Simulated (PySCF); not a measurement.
SMILES COC(=O)[SiH2][SiH2]C(C)=O (GFN2-xTB optimised geometry):

```
19

C      2.107    -0.623     0.000
O      0.682    -0.623     0.000
C      0.066     0.554     0.000
O      0.637     1.620     0.061
Si    -1.816     0.372    -0.290
Si    -2.013     1.178    -2.460
C     -0.180     1.459    -3.000
C      0.392     2.842    -2.957
O      0.490     0.483    -3.261
H      2.481     0.131     0.694
H      2.420    -1.620     0.302
H      2.467    -0.399    -1.006
H     -2.481     1.209     0.714
H     -2.157    -1.028    -0.036
H     -2.736     2.449    -2.616
H     -2.578     0.224    -3.418
H      0.547     3.081    -1.904
H      1.349     2.891    -3.472
H     -0.306     3.563    -3.373
```

Method: PySCF with PBE/def2-SVP.

**Question.** What are the frontier orbital energies and the dipole moment?

**Answer.** HOMO-2 -7.31 eV, HOMO-1 -6.10 eV, HOMO -5.24 eV, LUMO -2.20 eV, LUMO+1 -1.64 eV; dipole moment 0.49 D.

Meta-Löwdin charges at PBE/def2-SVP: C1 -0.11, O2 -0.28, C3 0.28, O4 -0.42, Si5 0.30, Si6 0.26, C7 0.19, C8 -0.35, O9 -0.36, H10 0.12, H11 0.12, H12 0.12, H13 -0.06, H14 -0.06, H15 -0.07, H16 -0.05, H17 0.15, H18 0.12, H19 0.12.
